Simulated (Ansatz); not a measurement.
Geometry optimisation, Ansatz, RKS PBE/def2-SVP.

input.yaml

```yaml
crystal:
  periodic: [false, false, false]
  atoms:
    - { symbol: Ta, position_ang: [-0.17506, 0.168733, 0.220699] }
    - { symbol: O, position_ang: [1.764072, 0.632496, 0.297495] }
    - { symbol: H, position_ang: [2.562184, 0.57706, 0.840045] }
    - { symbol: "N", position_ang: [-0.043527, 0.070334, 2.263881] }
    - { symbol: H, position_ang: [-0.661458, -0.502154, 2.849126] }
    - { symbol: H, position_ang: [0.771227, 0.364097, 2.814989] }
    - { symbol: "N", position_ang: [0.184071, -0.519216, -1.661286] }
    - { symbol: H, position_ang: [-0.421328, -1.190246, -2.145437] }
    - { symbol: H, position_ang: [1.09413, -0.476338, -2.133782] }
    - { symbol: "N", position_ang: [-1.126061, 1.876211, -0.081827] }
    - { symbol: H, position_ang: [-1.349264, 2.536968, 0.668218] }
    - { symbol: H, position_ang: [-1.311534, 2.285484, -1.000618] }
    - { symbol: O, position_ang: [-1.623031, -1.121596, 0.401166] }
    - { symbol: H, position_ang: [-2.567656, -0.919865, 0.517773] }
    - { symbol: "N", position_ang: [1.775559, -2.5188, 0.731269] }
    - { symbol: H, position_ang: [1.13719, -2.811266, -0.022728] }
    - { symbol: H, position_ang: [1.176379, -2.378453, 1.557017] }
    - { symbol: H, position_ang: [2.074305, -1.55415, 0.461897] }
basis:
  gaussian: { orbitals: def2-SVP }
hamiltonian:
  xc: pbe
relax:
  f_tol: 0.03
  max_steps: 50
output:
  orbitals: {}
```

Launched with:

```bash
$ ansatz run input.yaml --threads 4 --pin off --max-ram 5120MiB --backend cpu --events-out ev --progress --plain --runs-dir out
```

**Question.** Where does it end, and by what steps?

**Answer.** The run converged. The force dipped under the threshold on the way, but the program's further checks kept it going. After 30 steps the energy has fallen by 0.115 eV; H16 moved furthest, 0.86 Å.

```
step  energy less start (eV)  largest force component (eV/Å)  accepted
   0                  0.0000                           0.858       yes
   2                 -0.0416                           0.877        no
   4                 -0.0721                           0.472       yes
   6                 -0.0507                           0.477        no
   8                 -0.0983                           0.117       yes
  10                 -0.1000                           0.090        no
  12                 -0.1010                           0.022       yes
  14                 -0.1016                           0.073       yes
  16                 -0.1026                           0.126       yes
  18                 -0.0976                           0.458        no
  20                 -0.1049                           0.067       yes
  22                 -0.0948                           0.193        no
  24                 -0.1076                           0.058       yes
  26                 -0.1111                           0.099       yes
  28                 -0.1096                           0.467        no
  30                 -0.1152                           0.018       yes
```

```xyz
18
Properties=species:S:1:pos:R:3
Ta -0.108 0.295 0.242
O 1.670 1.075 0.310
H 2.604 0.850 0.439
N 0.057 0.016 2.263
H -0.500 -0.663 2.791
H 0.828 0.356 2.848
N 0.379 -0.424 -1.602
H -0.089 -1.229 -2.032
H 1.257 -0.234 -2.096
N -1.265 1.881 -0.034
H -1.582 2.495 0.722
H -1.479 2.289 -0.948
O -1.420 -1.168 0.302
H -2.375 -0.992 0.259
N 1.471 -2.763 0.876
H 0.507 -2.931 0.551
H 1.368 -2.038 1.603
H 1.936 -2.296 0.084
```

Run time: 98 s on 4 threads of AMD EPYC 7R43 64-Core Processor (Zen 3), with other jobs on the host, peak memory 0.27 GiB.
